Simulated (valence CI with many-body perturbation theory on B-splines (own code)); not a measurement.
**E1 line list for Gd XXXIII**

Level of theory: valence CI with perturbative core correlation (CI+MBPT): four valence electrons over a frozen Dirac-Fock core [Ar] 3d10, radial functions for each j: 11 s, 11 p, 10 d, 8 f, 5 g, 2 h, with the one-electron correlation potential Σ1, the two-electron term Σ2, the three-electron term Σ3, Breit, model QED; selected CI, second order for the rest, scaled by the run's own slope (own B-spline code, finite nucleus).

No measured spectrum was set against this ion. As an estimate, large intervals hold to a few tenths of a per cent, small ones and those within an open d or f shell to about a per cent. Among the levels kept, up to 370 cm⁻¹ of a level comes from second order outside the variational space, and about a tenth of that is noise between levels of different J, which matters for small intervals.

Lines 51 to 100 of 578 in falling wavelength, among levels below 31.534 Ry, chosen from the strongest by gf and those to the six lowest levels. Wavelengths and rates use the calculated energies. Electric multipoles are in the length gauge with retardation, E1 and E2 with the static RPA response of the core. Weak lines are less certain than strong ones. Lines between different terms over intervals too small for the method are left out, as are lines whose strength nearly cancels. Where a level lies close to another of its J and parity, the split of strength between their lines is uncertain. The highest levels of a list are the least certain.

Levels are named by their leading jj configuration (3d3/2^4 stands for four electrons in 3d with j = 3/2), which in mixed levels can hold well under half, so a name can repeat and another be missing. Letters in brackets count levels of one name in rising energy.

```tsv
λ vac (Å)	Upper	Lower	A (s⁻¹)	S (a.u.) with core polarisation	S without
145.5	(4p1/2^2 4p3/2 4d3/2) J=3	(4s 4p1/2 4p3/2 4d3/2) J=4	2.62e+10	2.79e-01	2.99e-01
141.5	(4p1/2^2 4p3/2 4d3/2) J=2	(4s 4p1/2 4p3/2 4d3/2) J=3 [a]	2.62e+10	1.83e-01	1.96e-01
140.0	(4p1/2 4p3/2^2 4d5/2) J=5	(4s 4p3/2^2 4d5/2) J=5	8.63e+09	1.29e-01	1.38e-01
136.7	(4s^2 4p1/2 4d3/2) J=1	(4s^2 4p3/2^2) J=2	4.41e+09	1.67e-02	1.79e-02
136.5	(4s^2 4p1/2 4d5/2) J=3	(4s^2 4p3/2^2) J=2	1.64e+09	1.44e-02	1.54e-02
135.2	(4p1/2^2 4p3/2 4d5/2) J=4	(4s 4p1/2 4p3/2 4d5/2) J=4 [a]	1.67e+10	1.83e-01	1.96e-01
133.4	(4s^2 4p1/2 4d5/2) J=2	(4s^2 4p3/2^2) J=2	2.27e+09	1.33e-02	1.43e-02
132.9	(4s 4p1/2 4p3/2 4f7/2) J=5 [a]	(4s 4p3/2^2 4d5/2) J=5	5.51e+09	7.02e-02	7.53e-02
132.5	(4p1/2^2 4p3/2 4d3/2) J=1	(4s 4p1/2 4p3/2 4d3/2) J=2 [a]	2.81e+10	9.68e-02	1.04e-01
120.7	(4p1/2 4p3/2^2 4d3/2) J=4	(4s 4p1/2 4p3/2 4d5/2) J=4 [b]	1.33e+10	1.04e-01	1.11e-01
118.2	(4s 4p1/2 4p3/2^2) J=2 [a]	(4s^2 4p1/2 4p3/2) J=2	2.48e+08	1.01e-03	1.09e-03
116.4	(4s 4p1/2 4d3/2 4d5/2) J=5	(4s 4p1/2 4p3/2 4d5/2) J=4 [c]	8.57e+09	7.33e-02	7.86e-02
114.5	(4s 4p1/2 4p3/2^2) J=2 [a]	(4s^2 4p1/2 4p3/2) J=1	1.24e+10	4.58e-02	4.92e-02
114.4	(4p1/2 4p3/2^2 4d5/2) J=4 [a]	(4s 4p1/2 4p3/2 4d5/2) J=3 [c]	1.28e+10	8.52e-02	9.15e-02
114.2	(4s 4p1/2 4p3/2 4d5/2) J=2 [a]	(4s 4p1/2 4p3/2^2) J=2 [b]	2.07e+10	7.61e-02	8.17e-02
113.9	(4s 4p3/2^2 4d5/2) J=4 [b]	(4s^2 4p3/2 4d5/2) J=3	1.05e+10	6.89e-02	7.42e-02
113.4	(4s 4p3/2^2 4d5/2) J=5	(4s^2 4p3/2 4d5/2) J=4	2.38e+10	1.89e-01	2.03e-01
112.5	(4s 4p1/2 4d3/2 4d5/2) J=3 [b]	(4s 4p1/2 4p3/2 4d5/2) J=3 [b]	1.23e+10	6.04e-02	6.47e-02
111.1	(4s 4p1/2 4p3/2 4d3/2) J=3 [c]	(4s 4p1/2 4p3/2^2) J=2 [b]	1.53e+10	7.24e-02	7.76e-02
111.1	(4s 4p1/2 4p3/2^2) J=3	(4s^2 4p1/2 4p3/2) J=2	7.71e+09	3.65e-02	3.92e-02
111.0	(4s 4p1/2 4p3/2 4f5/2) J=2 [c]	(4s^2 4p1/2 4f5/2) J=2	1.97e+10	6.65e-02	7.13e-02
110.4	(4p1/2 4p3/2^2 4d5/2) J=4 [b]	(4s 4p1/2 4p3/2 4d5/2) J=4 [b]	1.10e+10	6.59e-02	7.06e-02
110.1	(4s 4p3/2^2 4d5/2) J=2 [b]	(4s^2 4p3/2 4d5/2) J=1	3.77e+10	1.24e-01	1.34e-01
110.0	(4p1/2 4p3/2^2 4d3/2) J=4	(4s 4p1/2 4p3/2 4d3/2) J=3 [c]	1.43e+10	8.48e-02	9.13e-02
109.9	(4s 4p1/2 4p3/2 4f5/2) J=3 [d]	(4s^2 4p1/2 4f5/2) J=3	1.50e+10	6.88e-02	7.37e-02
109.3	(4s 4p1/2 4d5/2^2) J=4 [b]	(4s^2 4p1/2 4f7/2) J=4	1.10e+10	6.39e-02	6.85e-02
109.2	(4s 4p3/2^2 4d5/2) J=3 [b]	(4s^2 4p3/2 4d5/2) J=2	2.67e+10	1.20e-01	1.29e-01
109.1	(4s^2 4p1/2 4d3/2) J=2	(4s^2 4p1/2 4p3/2) J=2	2.52e+09	8.08e-03	8.75e-03
108.8	(4s 4p1/2 4p3/2 4d5/2) J=3 [b]	(4s^2 4p1/2 4d5/2) J=2	2.60e+10	1.16e-01	1.25e-01
108.7	(4p1/2 4p3/2^2 4d5/2) J=3 [a]	(4s 4p1/2 4p3/2 4d5/2) J=2 [b]	1.38e+10	6.11e-02	6.57e-02
108.2	(4s 4p3/2^3) J=2	(4s^2 4p3/2^2) J=2	2.97e+10	9.28e-02	9.98e-02
107.8	(4p1/2 4p3/2^2 4d5/2) J=3 [b]	(4s 4p1/2 4p3/2 4d5/2) J=3 [d]	2.74e+10	1.18e-01	1.27e-01
107.8	(4s 4p1/2 4p3/2 4d5/2) J=4 [b]	(4s^2 4p1/2 4d5/2) J=3	1.10e+10	6.13e-02	6.59e-02
107.6	(4p1/2^2 4p3/2 4d5/2) J=3	(4s 4p1/2^2 4d5/2) J=2	2.66e+10	1.15e-01	1.23e-01
107.6	(4s 4p1/2 4p3/2 4d5/2) J=3 [c]	(4s^2 4p1/2 4d5/2) J=2	4.38e+10	1.89e-01	2.03e-01
107.1	(4s^2 4p3/2 4d3/2) J=1	(4s^2 4p3/2^2) J=0	7.54e+09	1.37e-02	1.47e-02
107.0	(4s 4p3/2^2 4d5/2) J=3 [d]	(4s^2 4p3/2 4d5/2) J=3	1.56e+10	6.59e-02	7.09e-02
106.6	(4p1/2 4p3/2^2 4d5/2) J=5	(4s 4p1/2 4p3/2 4d5/2) J=4 [c]	1.08e+10	7.07e-02	7.62e-02
106.6	(4s 4p3/2^2 4d5/2) J=2 [a]	(4s^2 4p3/2 4d5/2) J=2	2.23e+10	6.65e-02	7.14e-02
105.9	(4s^2 4p1/2 4d3/2) J=2	(4s^2 4p1/2 4p3/2) J=1	4.14e+07	1.22e-04	1.32e-04
105.6	(4s 4p1/2 4p3/2 4d5/2) J=4 [c]	(4s^2 4p1/2 4d5/2) J=3	5.63e+10	2.94e-01	3.16e-01
105.6	(4s 4p1/2 4p3/2 4d3/2) J=2 [d]	(4s^2 4p1/2 4d3/2) J=1	5.52e+10	1.60e-01	1.72e-01
105.3	(4p1/2 4p3/2^2 4d5/2) J=4 [b]	(4s 4p1/2 4p3/2 4d5/2) J=3 [a]	1.17e+10	6.05e-02	6.49e-02
104.3	(4s^2 4d3/2 4d5/2) J=3	(4s^2 4p3/2 4d5/2) J=3	2.56e+10	1.00e-01	1.08e-01
103.8	(4s 4p1/2^2 4d3/2) J=1	(4s 4p1/2^2 4p3/2) J=2	3.86e+09	6.40e-03	6.82e-03
103.8	(4s 4p1/2 4d5/2^2) J=4 [a]	(4s 4p1/2 4p3/2 4d5/2) J=3 [b]	1.44e+10	7.14e-02	7.67e-02
103.7	(4s 4p3/2^2 4d5/2) J=3 [a]	(4s^2 4p3/2 4d3/2) J=3	2.82e+10	1.09e-01	1.17e-01
103.4	(4s 4p1/2 4p3/2 4d3/2) J=2 [b]	(4s^2 4p1/2 4d3/2) J=2	8.30e+10	2.26e-01	2.42e-01
103.1	(4s 4p1/2^2 4d3/2) J=2	(4s 4p1/2^2 4p3/2) J=2	4.17e+08	1.13e-03	1.17e-03
103.0	(4s^2 4d3/2 4d5/2) J=4	(4s^2 4p3/2 4d5/2) J=3	3.80e+10	1.84e-01	1.98e-01
```
